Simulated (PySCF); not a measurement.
C4H7FO, SMILES C[C@@]1(F)CCO1. Geometry: PBE-D3(BJ)/def2-SVP. The structure was generated by enumeration; whether it is a known compound was not checked.

Computed equilibrium geometry at PBE-D3(BJ)/def2-SVP (PySCF confirms it by a frequency run) as bond lengths and angles:
Atoms: C1 C2 F3 C4 C5 O6 H7 H8 H9 H10 H11 H12 H13. Bonded distances (Å): C1–C2 1.511, C1–H7 1.108, C1–H8 1.107, C1–H9 1.106, C2–F3 1.394, C2–C4 1.543, C2–O6 1.421, C4–C5 1.538, C4–H10 1.105, C4–H11 1.106, C5–O6 1.450, C5–H12 1.111, C5–H13 1.112. Bond angles (°): C2–C1–H7 108.9, C2–C1–H8 110.4, C2–C1–H9 110.5, H7–C1–H8 108.8, H7–C1–H9 108.7, H8–C1–H9 109.4, C1–C2–F3 107.8, C1–C2–C4 121.5, C1–C2–O6 113.2, F3–C2–C4 111.3, F3–C2–O6 109.9, C4–C2–O6 92.2, C2–C4–C5 84.3, C2–C4–H10 113.1, C2–C4–H11 114.9, C5–C4–H10 116.6, C5–C4–H11 115.6, H10–C4–H11 110.2, C4–C5–O6 91.3, C4–C5–H12 116.1, C4–C5–H13 115.9, O6–C5–H12 111.5, O6–C5–H13 112.1, H12–C5–H13 109.0, C2–O6–C5 92.1.
